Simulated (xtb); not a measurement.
Al(Me)2(H) (C2H7Al), SMILES [CH3][AlH][CH3]. All values are semi-empirical tight-binding results from xtb (GFN2-xTB unless named), good for trends rather than for accurate numbers. Coordinates come from a GFN2-xTB optimisation. The isomer is the one that the SMILES or the coordinates give; other isomers of the formula were not compared.

For metal compounds this method's bond lengths and energies can be far off.

```json
{
  "point_group_as_xtb_finds_it": "C2",
  "orbital_gap": "4.80 eV",
  "zero_point_energy": "46.0 kcal/mol",
  "G − E(el) at 298.15 K (modified RRHO)": "27.9 kcal/mol"
}
```
